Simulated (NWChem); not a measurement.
AlSiH5O; SMILES [AlH2][O][SiH3]

```xyz
8

Al    -0.0010    -1.7648    -0.0004
H     -1.3985    -2.5088    -0.0013
H      1.3932    -2.5150    -0.0013
O      0.0041    -0.0610     0.0015
Si    -0.0008     1.5812    -0.0003
H      0.3805     2.1009     1.3418
H     -1.3511     2.1096    -0.3394
H      0.9675     2.1070    -1.0018
```
Atoms are numbered in this order, from 1.

Computed with NWChem. Coordinates come from a B3LYP/6-31G* (spherical d) optimisation. Ions are spin-unrestricted doublets at the neutral geometry; other ion states weren't tried.

Q: Order these by “ΔSCF minus −ε(HOMO) (eV)”, lowest first: BHandHLYP/def2-SVP; PBE/def2-SVP; B3LYP/def2-SVP.

A: BHandHLYP/def2-SVP (1.11), B3LYP/def2-SVP (2.19), PBE/def2-SVP (2.87)
